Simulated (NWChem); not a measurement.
# SiHCl2F; SMILES F[SiH](Cl)Cl

Computed with NWChem. The geometry was optimised at PBE0/def2-SVP. Level: PBE/def2-SVP with SMD (1 M gas to 1 M solution), gas-phase geometry. Reactions with the solvent are ignored.

Task: Among these, which solvent gives the highest value of “solvation free energy (kcal/mol)”?
(A) ethylene glycol
(B) N,N-dimethylformamide
(C) methanol
(D) water

Result: D, water. Values: methanol -2.8; N,N-dimethylformamide -2.2; ethylene glycol -1.3; water 0.8
